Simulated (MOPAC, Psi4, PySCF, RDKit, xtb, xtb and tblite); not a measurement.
Two geometries of SMILES O=Cc1ccc(C(=O)O)s1 (C₆H₄O₃S), relaxed at GFN2-xTB with one dihedral held; other torsions can differ between them too.

Structure A

```
14

O     -2.8902     1.1793     1.9347
C     -2.7076     0.4088     1.0383
C     -1.4165     0.1647     0.3588
C     -1.0398     0.6086    -0.8815
C      0.2304     0.1491    -1.2583
C      0.7983    -0.6652    -0.3121
C      2.0957    -1.3260    -0.3913
O      2.8547    -1.2379    -1.3232
O      2.3618    -2.0580     0.7026
S     -0.2236    -0.8568     1.0709
H     -3.5425    -0.1794     0.6013
H     -1.6490     1.2569    -1.4850
H      0.7200     0.3900    -2.1841
H      3.2303    -2.4807     0.6189
```

Structure B

```
14

O      2.7481     1.1696     1.9402
C      2.7088     0.4239     0.9955
C      1.4880     0.0051     0.3261
C      0.1953     0.1259     0.7936
C     -0.7557    -0.3081    -0.1303
C     -0.1868    -0.7379    -1.3089
C     -0.9017    -1.2358    -2.4832
O     -2.0991    -1.3414    -2.5587
O     -0.0704    -1.5681    -3.4814
S      1.5310    -0.6259    -1.2838
H      3.6301     0.0296     0.5259
H     -0.0273     0.5068     1.7739
H     -1.8189    -0.3110     0.0278
H     -0.5731    -1.8932    -4.2443
```

Problem. Which is lower in energy at the level Psi4 with PBE0-D3(BJ)/def2-SVP // GFN2-xTB, and by how much?

Solution. B is lower, by 36.20 kJ/mol (dihedral O1–C2–C3–S10: 80° in A, 160° in B).

E(B) − E(A) in kJ/mol at the other levels, on the same two geometries: GFN2-xTB (xtb and tblite) -26.73; MMFF94 // GFN2-xTB (RDKit) -39.98; PBE0/def2-SVP // GFN2-xTB (Psi4) -36.10; PBE/def2-SVP // GFN2-xTB (Psi4) -39.79; PBE-D3(BJ)/def2-SVP // GFN2-xTB (Psi4) -39.97; UFF // GFN2-xTB (RDKit) -39.99; PM6, restricted, heats of formation // GFN2-xTB (MOPAC) -2.93; PM3, restricted, heats of formation // GFN2-xTB (MOPAC) -6.79; GFN1-xTB // GFN2-xTB (xtb) -24.76; restricted B3LYP/6-31G*, spherical d, density fitting // GFN2-xTB (PySCF) -36.05; restricted B3LYP/3-21G, density fitting // GFN2-xTB (PySCF) -42.87; restricted B3LYP/6-311+G**, spherical d, density fitting // GFN2-xTB (PySCF) -32.72; restricted Hartree-Fock/6-31G*, spherical d, density fitting // GFN2-xTB (PySCF) -26.63.
